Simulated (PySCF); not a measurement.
CH6CdSSi, SMILES C[S][Cd][SiH3].

Geometry optimised at B3LYP-D3(BJ)/def2-SVP. The structure was generated by enumeration; whether it is a known compound was not checked. The def2 effective core potentials stand for the cores of Cd; spin–orbit coupling is left out. One conformer was computed; it need not be the lowest.

Computed with PBE/def2-TZVP (PySCF).

Isolated molecule, no solvent.

Task: Estimate the frontier levels, gap, dipole moment and polarisability. (An estimate is asked for; the answer gives what the named calculation found.)

Result: 
```yaml
highest_occupied_level: -5.28 eV
lowest_empty_level: -1.93 eV
orbital_gap: 3.36 eV
dipole_moment: 0.312 e·Å
quadrupole, principal values (traceless, Buckingham form, about the centre of nuclear charge): -9.74, 1.28, 8.45 D·Å
mean_static_polarisability: 105.8 bohr³ (15.68 Å³)
polarisability_principal_values: 74.0, 82.1, 161.4 bohr³
```
